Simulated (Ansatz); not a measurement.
Born–Oppenheimer molecular dynamics of BCl2H3O (7 atoms, charge 0, multiplicity 1). It starts at the highest image of a converged band, a first-order saddle point between two minima.

Computed with RKS B3LYP/def2-SVP (Ansatz).

```json
{"ensemble": "NVE (velocity Verlet)", "time step": "0.5 fs", "steps asked": "200", "starting velocities drawn for": "300 K", "seed": "7511"}
```

First frame:

```xyz
7
Properties=species:S:1:pos:R:3
B -0.028 -0.314 -0.101
Cl -0.094 0.160 2.111
H 1.034 0.130 -0.412
Cl -1.508 0.206 -0.935
O -0.038 -1.735 0.336
H -0.900 -2.147 0.154
H -0.049 -1.260 1.476
```

Question: How far do the bonds stretch over the last three quarters of this one trajectory? (Pairs bonded in most of those frames.)

Answer: 
| bond | mean (Å) | spread (Å) | shortest | longest |
| --- | --- | --- | --- | --- |
| B1–Cl2 | 1.819 | 0.107 | 1.65 | 2.04 |
| B1–H3 | 1.201 | 0.032 | 1.15 | 1.25 |
| B1–Cl4 | 1.828 | 0.047 | 1.74 | 1.91 |
| B1–O5 | 1.814 | 0.063 | 1.63 | 1.87 |
| O5–H6 | 0.979 | 0.021 | 0.94 | 1.02 |
| O5–H7 | 0.980 | 0.022 | 0.94 | 1.02 |

Mean temperature of the second half: 590 K. The conserved energy stayed within 0.19 meV per atom of its start (net change 0.072 meV per atom), so the integration is sound. The kinetic energy rose, since the run started high on the potential surface and went downhill. A run of 0.1 ps of so small a system gives no equilibrium averages. The orbitals stay closed-shell, which can raise the energy where a bond breaks towards radicals; this wasn't checked here.

The run took 10 min on 1 thread of Arm Neoverse V1 (shared host), peak memory 0.15 GiB.
